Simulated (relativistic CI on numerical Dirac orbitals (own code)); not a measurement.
Computed by Dirac-Coulomb-Breit CI, orbitals from a KLI potential per configuration, model QED (radiative potential, 1s self-energy scaled to tabulated hydrogen-like ionisation energies), valence Slater integrals scaled by 0.85, configuration energies shifted to the measured levels that pair with them (semi-empirical) (own radial code, finite nucleus).

Configuration list (outside the closed core [Kr]): 4d¹⁰5s², 4d¹⁰5s5p, 4d¹⁰5p², 4d¹⁰5s5d, 4d¹⁰5s6s, 4d¹⁰5s6p, 4d¹⁰5s4f, 4d¹⁰5s6d, 4d¹⁰5s7s, 4d¹⁰5s5f, 4d¹⁰5d², 4d¹⁰5s5g, 4d¹⁰5p5d, 4d¹⁰4f², 4d¹⁰4f5p, 4d¹⁰5f², 4d¹⁰5s7p, 4d¹⁰5p5f, 4d¹⁰5g², 4d¹⁰5p6s, 4d¹⁰5p5g, 4d⁹5s²4f, 4d¹⁰5s7d, 4d⁹5s5p², 4d⁸5s²5p², 4d¹⁰5s6f, 4d⁹5s²5p, 4d¹⁰4f5d, 4d⁹5s5p6s, 4d¹⁰5d5f. Levels of other configurations are missing.

Configurations whose levels could be paired with our table of measured levels were shifted onto them, all but the ground configuration, by the median error of their levels; single terms can still be off by 1,000 to 2,000 cm⁻¹ or more, and rates follow the energies as ν³ (E1, M1) or ν⁵ (E2). The others borrow a shift and can be off by several thousand cm⁻¹ or more. The fine structure of a lone outer electron comes out too small, for d and f at times inverted, and misplaced configurations move strength between like terms. 20 of the 20 excited levels that our extract of the measured tables holds in this range could be paired (the sources list more); they are missed by 526 cm⁻¹ on average and 1892 at most, after the shifts were fitted to these levels, and levels without a partner can miss by more.

Outline of the computed level scheme of Sb IV. Lowest level of each configuration: 4d¹⁰5s² ¹S0 at 0.0000 eV; 4d¹⁰5s5p ³P°0 at 7.9957 eV; 4d¹⁰5p² ³P0 at 18.9670 eV; 4d¹⁰5s5d ³D1 at 22.1851 eV; 4d¹⁰5s6s ³S1 at 23.3861 eV; 4d¹⁰5s6p ³P°0 at 26.6181 eV; 4d¹⁰5s4f ³F°2 at 28.1518 eV; 4d¹⁰5p5d ³F°2 at 31.2631 eV; 4d¹⁰5s6d ³D1 at 31.5783 eV.

Some strong electric-dipole decays among the lowest 38 levels: 4d¹⁰5s5d ¹D2 → 4d¹⁰5s5p ¹P°1 (7.9e+09 s⁻¹); 4d¹⁰5s5d ³D3 → 4d¹⁰5s5p ³P°2 (5.3e+09 s⁻¹); 4d¹⁰5s5d ³D2 → 4d¹⁰5s5p ³P°1 (4.3e+09 s⁻¹); 4d¹⁰5s5p ¹P°1 → 4d¹⁰5s² ¹S0 (4.2e+09 s⁻¹); 4d¹⁰5p² ¹S0 → 4d¹⁰5s5p ¹P°1 (4.1e+09 s⁻¹); 4d¹⁰5s6s ¹S0 → 4d¹⁰5s5p ¹P°1 (4.1e+09 s⁻¹); 4d¹⁰5p² ³P0 → 4d¹⁰5s5p ³P°1 (3.5e+09 s⁻¹); 4d¹⁰5s5d ³D1 → 4d¹⁰5s5p ³P°0 (3.3e+09 s⁻¹).

Rates of lines that live on the mixing of spin multiplicities can be off by large factors.

LS names give the leading component of a level, which can be under half, so a name can repeat, a term be missing and a line seem to break the LS rules.
